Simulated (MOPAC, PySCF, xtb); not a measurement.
Energy landscape of H3Ga, singlet: umbrella (inversion) coordinate, bond length relaxed. Scanned: angle between the Ga-H bonds and the threefold axis (90 = planar). Other coordinates (Ga-H bond length) were minimised at B3LYP/def2-TZVP.

Computed with: PM3, restricted, heats of formation (MOPAC); RMP2/6-31G* = restricted MP2 (frozen core)/6-31G*, spherical d (PySCF); GFN1-xTB (xtb); CCSD(T) on RHF/cc-pVTZ, 9 core orbitals frozen (PySCF).

Energies relative to the lowest point of each profile, in kJ/mol; the last columns give the difference from CCSD(T):

```
a / °    PM3  RMP2/6-31G*  GFN1-xTB  CCSD(T)  PM3 − CCSD(T)  RMP2/6-31G* − CCSD(T)  GFN1-xTB − CCSD(T)
-----  -----  -----------  --------  -------  -------------  ---------------------  ------------------
90       0.0          0.0       0.0      0.0            0.0                    0.0                 0.0
93       1.1          1.9       1.2      1.8           -0.7                    0.1                -0.6
96       4.1          7.5       5.1      7.2           -3.1                    0.3                -2.1
99       9.2         16.9      11.4     16.2           -7.0                    0.7                -4.7
102     16.2         30.1      20.5     28.7          -12.5                    1.4                -8.2
105     25.3         47.0      32.3     44.9          -19.6                    2.2               -12.5
108     36.3         67.8      47.2     64.7          -28.4                    3.1               -17.5
111     49.0         92.4      65.2     88.3          -39.2                    4.1               -23.1
114     63.5        120.9      86.6    115.7          -52.1                    5.2               -29.1
117     79.6        153.4     111.9    147.1          -67.5                    6.3               -35.2
120     97.0        190.0     141.4    182.4          -85.4                    7.6               -41.0
123    115.4        230.9     175.8    221.7         -106.3                    9.2               -45.9
126    134.2        276.3     215.7    264.9         -130.7                   11.4               -49.2
129    152.9        326.6     262.1    312.2         -159.3                   14.4               -50.1
132    170.1        382.3     316.2    363.9         -193.7                   18.4               -47.7
```

PM3 is furthest from CCSD(T) at 132 (-193.7 kJ/mol, below); its mean absolute difference over the points is 60.4 kJ/mol.

RMP2/6-31G* is furthest from CCSD(T) at 132 (18.4 kJ/mol, above); its mean absolute difference over the points is 5.6 kJ/mol.

GFN1-xTB is furthest from CCSD(T) at 129 (-50.1 kJ/mol, below); its mean absolute difference over the points is 24.5 kJ/mol.
